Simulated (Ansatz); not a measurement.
Geometry optimisation, RKS r2SCAN/def2-SVP in Ansatz 0.2.0.

input.yaml

```yaml
crystal:
  periodic: [false, false, false]
  atoms:
    - { symbol: "N", position_ang: [0.9723, -0.0744, 0.6317] }
    - { symbol: C, position_ang: [-0.1425, 0.2487, -0.0503] }
    - { symbol: Br, position_ang: [-0.7637, 2.0442, -0.1679] }
    - { symbol: I, position_ang: [-1.0972, -1.2438, -0.9955] }
    - { symbol: H, position_ang: [1.081, -1.0484, 0.5405] }
basis:
  gaussian: { orbitals: def2-SVP }
hamiltonian:
  xc: r2scan
relax:
  f_tol: 0.02
  max_steps: 50
```

Run as:

```bash
$ ansatz run input.yaml --threads 2 --pin off --max-ram 3072MiB --backend cpu --events-out ev --progress --plain --runs-dir out
```

Task: Where does it end, and by what steps?

Result: The run converged. After 8 steps the energy has fallen by 0.600 eV; I4 moved furthest, 0.22 Å.

```tsv
step	energy less start (eV)	largest force component (eV/Å)	accepted
0	0.0000	5.063	yes
1	-0.4971	2.107	yes
2	-0.5225	1.224	yes
3	-0.5544	1.047	yes
4	-0.5774	0.801	yes
5	-0.5934	0.429	yes
6	-0.5980	0.105	yes
7	-0.5994	0.126	yes
8	-0.5996	0.019	yes
```

```xyz
5
Properties=species:S:1:pos:R:3
N 0.944 -0.029 0.631
C -0.081 0.218 -0.028
Br -0.754 1.985 -0.167
I -1.277 -1.232 -1.116
H 1.218 -1.015 0.638
```

Whether the end is a true minimum wasn't checked by a vibrational analysis.

The run took 27 s on 2 threads of Arm Neoverse V2 (shared host), peak memory 0.15 GiB.
